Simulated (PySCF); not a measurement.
H5P2, SMILES P[PH3+], charge +1. Heavy atoms are numbered as in [PH2:1][PH3+:2]. Hydrogens are named by the atom that carries them.

Coordinates come from a PBE-D3(BJ)/def2-TZVP optimisation. The isomer is the one that the SMILES or the coordinates give; other isomers of the formula were not compared.

Level of theory: M06-2X/def2-TZVPD in PySCF.

ESP charges are fitted to the potential on shells at 1.4 to 2.0 van der Waals radii. Atomic charges (e), one atom of each kind:

```
atom      ESP fit  meta-Löwdin
--------  -------  -----------
P1 (PH2)     0.21         0.16
P2 (PH3)    -0.09         0.47
H on P1      0.11         0.06
H on P2      0.23         0.08
```
